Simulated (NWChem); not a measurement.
Everything below was run with NWChem. System: germylsilane (H6GeSi), charge 0, spin multiplicity 1, at a geometry optimised with PBE0/def2-SVP. Level: CR-EOMCCSD(T)/def2-SVP, 14 core orbitals frozen.

The NWChem input:

```
start mol
memory heap 100 mb stack 700 mb global 1900 mb
geometry units angstroms nocenter noautoz
  Si     0.061718     1.604319     0.000000
  Ge    -0.029887    -0.777016     0.000000
  H      0.782675     2.091382     1.215412
  H      0.782675     2.091382    -1.215412
  H     -1.320933     2.172216     0.000000
  H     -0.771566    -1.289203     1.249499
  H     -0.771566    -1.289203    -1.249499
  H      1.391031    -1.372530     0.000000
  symmetry group Cs
end
basis spherical
  * library def2-svp
end
scf
  rhf
  nopen 0
  maxiter 100
  thresh 1e-7
  semidirect memsize 60000000 filesize 0
end
tce
  freeze core 14
  creomsd(t)
  nroots 2
  2eorb
  2emet 13
  thresh 1e-5
  maxiter 200
  tilesize 24
end
task tce energy
```

NWChem printed:

```
             Northwest Computational Chemistry Package (NWChem) 7.3.0
             --------------------------------------------------------

                                NWChem Input Module
                                -------------------

 Scaling coordinates for geometry "geometry" by  1.889725989
 (inverse scale =  0.529177249)

 Turning off AUTOSYM since
 SYMMETRY directive was detected!

                             Geometry "geometry" -> ""
                             -------------------------

 Output coordinates in angstroms (scale by  1.889725989 to convert to a.u.)

  No.       Tag          Charge          X              Y              Z
 ---- ---------------- ---------- -------------- -------------- --------------
    1 Si                  14.0000     0.06171800     1.60431900     0.00000000
    2 Ge                  32.0000    -0.02988700    -0.77701600     0.00000000
    3 H                    1.0000     0.78267500     2.09138200     1.21541200
    4 H                    1.0000     0.78267500     2.09138200    -1.21541200
    5 H                    1.0000    -1.32093300     2.17221600     0.00000000
    6 H                    1.0000    -0.77156600    -1.28920300     1.24949900
    7 H                    1.0000    -0.77156600    -1.28920300    -1.24949900
    8 H                    1.0000     1.39103100    -1.37253000     0.00000000

 Effective nuclear repulsion energy (a.u.)     172.4169138733

            Nuclear Dipole moment (a.u.)
            ----------------------------
        X                 Y               Z
 ---------------- ---------------- ----------------
    -0.0000302356    -0.0000037795     0.0000000000

      Symmetry information
      --------------------

 Group name             Cs
 Group number              2
 Group order               2
 No. of unique centers     6

      Symmetry unique atoms

     1    2    3    5    6    8


 Summary of "ao basis" -> "" (spherical)
 ------------------------------------------------------------------------------
       Tag                 Description            Shells   Functions and Types
 ---------------- ------------------------------  ------  ---------------------
 *                          def2-svp                  on all atoms

 Summary of "ao basis" -> "ao basis" (spherical)
 ------------------------------------------------------------------------------
       Tag                 Description            Shells   Functions and Types
 ---------------- ------------------------------  ------  ---------------------
 Si                         def2-svp                 8       18   4s3p1d
 Ge                         def2-svp                12       32   5s4p3d
 H                          def2-svp                 3        5   2s1p

                                 NWChem SCF Module
                                 -----------------

  ao basis        = "ao basis"
  functions       =    80
  atoms           =     8
  closed shells   =    26
  open shells     =     0
  charge          =   0.00
  wavefunction    = RHF
  use symmetry    = T
  symmetry adapt  = T

 Summary of "ao basis" -> "ao basis" (spherical)
 ------------------------------------------------------------------------------
       Tag                 Description            Shells   Functions and Types
 ---------------- ------------------------------  ------  ---------------------
 Si                         def2-svp                 8       18   4s3p1d
 Ge                         def2-svp                12       32   5s4p3d
[...]
 Iteration  23 using   42 trial vectors
   0.0000057076347   0.2983611038854    8.11882
   0.0002948769020   0.3535769045087    9.62132     0.5     0.5

 Iteration  24 using   43 trial vectors
   0.0000055635443   0.2983611096680    8.11882
   0.0002438210925   0.3535764727803    9.62131     0.5     0.5

 Iteration  25 using   44 trial vectors
   0.0000052724713   0.2983611096254    8.11882
   0.0001791269515   0.3535757595606    9.62129     0.5     0.5

 Iteration  26 using   45 trial vectors
   0.0000051975861   0.2983611110501    8.11882
   0.0001205774188   0.3535758981493    9.62129     0.5     0.5

 Iteration  27 using   46 trial vectors
   0.0000051109597   0.2983611114204    8.11882
   0.0000691445667   0.3535760089859    9.62130     0.5     0.5

 Iteration  28 using   47 trial vectors
   0.0000050594661   0.2983611088766    8.11882
   0.0000379545985   0.3535760527652    9.62130     0.5     0.5

 Iteration  29 using   48 trial vectors
   0.0000050055193   0.2983611073937    8.11882
   0.0000245786743   0.3535761435884    9.62130     0.5     0.5

 Iteration  30 using   49 trial vectors
   0.0000049751819   0.2983611074303    8.11882
   0.0000233691931   0.3535761761430    9.62130     0.6     0.6

 Iteration  31 using   50 trial vectors
   0.0000049648741   0.2983611074243    8.11882
   0.0000404415111   0.3535761579356    9.62130     0.6     0.6

 Iteration  32 using   51 trial vectors
   0.0000050015961   0.2983611073114    8.11882
   0.0001959771383   0.3535761016776    9.62130     0.6     0.6

 Iteration  33 using   52 trial vectors
   0.0000049401324   0.2983611062414    8.11882
   0.0725354654102   0.3464554215361    9.42754     0.6     0.6

 Iteration  34 using   53 trial vectors
   0.0000049058863   0.2983611064330    8.11882
   0.0338875280355   0.3442540588522    9.36763     0.6     0.6

 Iteration  35 using   54 trial vectors
   0.0000049061450   0.2983611067427    8.11882
   0.0160446019070   0.3438037731575    9.35538     0.6     0.6

 Iteration  36 using   55 trial vectors
   0.0000049000848   0.2983611067769    8.11882
   0.0077695248827   0.3435907208683    9.34958     0.6     0.6

 Iteration  37 using   56 trial vectors
   0.0000049000980   0.2983611067667    8.11882
   0.0040580967563   0.3435537866950    9.34858     0.6     0.6

 Iteration  38 using   57 trial vectors
   0.0000048977863   0.2983611067241    8.11882
   0.0022274634134   0.3435507937439    9.34850     0.6     0.6

 Iteration  39 using   58 trial vectors
   0.0000048927097   0.2983611067325    8.11882
   0.0012085189634   0.3435429356704    9.34828     0.6     0.6

 Iteration  40 using   59 trial vectors
   0.0000048914941   0.2983611070074    8.11882
   0.0005732670354   0.3435429972070    9.34828     0.6     0.6

 Iteration  41 using   60 trial vectors
   0.0000048973210   0.2983611074631    8.11882
   0.0002427989037   0.3435433924437    9.34830     0.6     0.6

 Iteration  42 using   61 trial vectors
   0.0000049115718   0.2983611078208    8.11882
   0.0001159361889   0.3435429193917    9.34828     0.6     0.6

 Iteration  43 using   62 trial vectors
   0.0000048860609   0.2983611084911    8.11882
   0.0000810072271   0.3435429913565    9.34828     0.6     0.6

 Iteration  44 using   63 trial vectors
   0.0000047965228   0.2983611079222    8.11882
   0.0000901107062   0.3435429905866    9.34828     0.6     0.6

 Iteration  45 using   64 trial vectors
   0.0000047602729   0.2983611077345    8.11882
   0.0001098875721   0.3435427256190    9.34828     0.6     0.6

 Iteration  46 using   65 trial vectors
   0.0000047951911   0.2983611073074    8.11882
   0.0000950708388   0.3435428224126    9.34828     0.6     0.6

 Iteration  47 using   66 trial vectors
   0.0000047666124   0.2983611069362    8.11882
   0.0000554767674   0.3435427784030    9.34828     0.6     0.6

 Iteration  48 using   67 trial vectors
   0.0000046435432   0.2983611075006    8.11882
   0.0000260560406   0.3435427211009    9.34828     0.7     0.7

 Iteration  49 using   68 trial vectors
   0.0000046019454   0.2983611081297    8.11882
   0.0000120833242   0.3435427710835    9.34828     0.7     0.7

 Iteration  50 using   69 trial vectors
   0.0000045611096   0.2983611082309    8.11882
   0.0000061352659   0.3435427953343    9.34828     0.6     0.6
 --------------------------------------------------------------
 Iterations converged
 ------------------

 Excited state root  1
 Excitation energy / hartree =        0.298361108230855
                   / eV      =        8.118822296904771
 largest EOMCCSD amplitudes: R1 and R2

 Singles contributions
    28a'  (alpha) ---    25a"  (alpha)        0.1122077086
    29a'  (alpha) ---    25a"  (alpha)        0.1475348434
    27a"  (alpha) ---    24a'  (alpha)        0.1121890206
    27a"  (alpha) ---    26a'  (alpha)       -0.8928261737

 Doubles contributions
 ------------------

 Excited state root  2
 Excitation energy / hartree =        0.343542795334298
                   / eV      =        9.348279081142815
 largest EOMCCSD amplitudes: R1 and R2

 Singles contributions
    28a'  (alpha) ---    25a"  (alpha)       -0.6161956823
    32a'  (alpha) ---    23a"  (alpha)        0.1820248243
    27a"  (alpha) ---    24a'  (alpha)        0.6161705025
    31a"  (alpha) ---    22a'  (alpha)        0.1820373523

 Doubles contributions
======= CR-EOMCCSD(T) calculation ======
corresponding R0 value =     0.000000

CR-EOMCCSD(T) Intermediates cpu wall time             0.8            0.8
 creom_N i2_1 nr of boxes                    33
 creom_N i2_2 nr of boxes                    72
 creom_N i2_3 nr of boxes                    33
 creom_N i2_4 nr of boxes                    72

CR-EOMCCSD(T) triples loop cpu wall            15.5           15.5

 CR-EOMCCSD(T)  total energy / hartree       =     -2367.512802116159946
 CR-EOMCCSD(T)  excitation energy (eV)       =      8.01148

======= CR-EOMCCSD(T) calculation ======
corresponding R0 value =     0.000000

CR-EOMCCSD(T) Intermediates cpu wall time             0.8            0.8
 creom_N i2_1 nr of boxes                    33
 creom_N i2_2 nr of boxes                    72
 creom_N i2_3 nr of boxes                    33
 creom_N i2_4 nr of boxes                    72

CR-EOMCCSD(T) triples loop cpu wall            15.4           15.4

 CR-EOMCCSD(T)  total energy / hartree       =     -2367.466935368418490
 CR-EOMCCSD(T)  excitation energy (eV)       =      9.25957

 Task  times  cpu:      142.3s     wall:      142.3s

 Total times  cpu:      142.3s     wall:      142.3s
```
